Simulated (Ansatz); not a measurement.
Input for Ansatz (a first-principles code): R-PBE0/def2-TZVPP on BH5O2Si (SMILES OB(O)[SiH3]), a point of a torsion scan.

Ansatz 0.2 input:
```yaml
crystal:
  periodic: [false, false, false]
  atoms:
    - {symbol: O, position_ang: [-1.45443521, -1.09671720, -0.13376373]}
    - {symbol: B, position_ang: [-0.69378948, -0.00573578, 0.09473017]}
    - {symbol: O, position_ang: [-1.36912413, 1.13530659, 0.42489910]}
    - {symbol: Si, position_ang: [1.26462208, -0.18737094, -0.08867992]}
    - {symbol: H, position_ang: [-2.40059213, -0.95961967, -0.04206043]}
    - {symbol: H, position_ang: [-0.85808279, 1.92414957, 0.59409023]}
    - {symbol: H, position_ang: [1.73044205, -0.13595447, -1.48259675]}
    - {symbol: H, position_ang: [1.82365526, -1.41974660, 0.47464454]}
    - {symbol: H, position_ang: [1.98923003, 0.91632655, 0.57527499]}
basis:
  gaussian:
    orbitals: def2-TZVPP
hamiltonian:
  xc: {name: PBE0}
scf: {lower_state_search: off}
```

Output:

```
WARN ansatz: RAYON_NUM_THREADS=1 ignored (pool sized by the plan → 1); use --threads N
Functional definition: PBE0
these checks for a lower state are left out or cut short: stability, starts, cluster_reference, orbital_swaps, neighbouring_geometries, increment
integrals: 0.11 GiB planned
1057 factors; their error is unknown
mean field: 0.95 GiB planned
mean field evaluation 1: about -12718.8811 eV, gradient 6.4e1 eV
mean field evaluation 2: about -12710.9399 eV, gradient 9.3e1 eV
mean field evaluation 4: about -12725.4986 eV, gradient 2.1e0 eV
mean field evaluation 8: about -12725.5089 eV, gradient 6.4e-2 eV
mean field evaluation 16: about -12725.5366 eV, gradient 7.5e-6 eV
mean field -12725.53661536 eV, -467.6548449360 hartree, gradient 7.5e-6 eV, S^2 0.000000; 0 other end points of the search recorded, 0 dependent functions left out
reference -12725.53664705 eV, -467.6548461007 hartree; 20, 20 occupied and 185, 185 virtual orbitals, 1057 factors
Total energy: -12725.53664705 eV, -467.6548461007 hartree
Checks for a lower state left out: stability, starts, cluster_reference, orbital_swaps, neighbouring_geometries, increment
```

The calculation finished and met its thresholds.

Cost: about 2.6 core-seconds (a rough figure).
